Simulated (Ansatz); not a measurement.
SeCl2O⁺, that is SeOCl2 with one electron fewer. Total charge 1; doublet. Geometry B3LYP-D4/def2-SVP, that of the neutral singlet; atoms count from 1.

Cartesian coordinates in Å:
```
Se -0.102 -0.309 -0.590
O 0.038 1.173 -1.185
Cl 1.704 -0.658 0.718
Cl -1.641 -0.206 1.058
```

Question: Estimate the Mulliken populations from the PBE0/def2-TZVP orbitals of Ansatz.

Answer: 
```csv
atom,charge (e),spin (α − β)
Se1,0.91,0.00
O2,-0.12,0.60
Cl3,0.10,0.20
Cl4,0.10,0.20
```
Mulliken values depend strongly on the basis.

Question: Where does the spin sit?

Answer: Summed by element: Se 0.00, O 0.60, Cl 0.40, of 1 unpaired in all. Largest on single atoms: O2 0.60, Cl3 0.20, Cl4 0.20.

Question: And the Mayer bond orders between heavy atoms (over 0.3)?

Answer: Se1–O2 1.71 (1.60 Å); Se1–Cl3 1.07 (2.26 Å); Se1–Cl4 1.07 (2.26 Å).
